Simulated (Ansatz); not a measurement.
A calculation with Ansatz (development build ahead of 0.2.0).

```yaml
crystal:
  periodic: [false, false, false]
  atoms:
    - { symbol: Ga, position_ang: [0.0, 0.0, 0.0] }
basis:
  gaussian: { orbitals: pcseg-2 }
magnetization:
  spin_polarized: true
  initial_magnetization: 1
hamiltonian:
  xc: pbe0
```

The input is written out in the form of the current development build from the run's settings.

Results

| Quantity | Value |
| --- | --- |
| Converged | yes |
| Total energy | -1924.59032 hartree |
| Spin squared of the determinant | 0.754 |
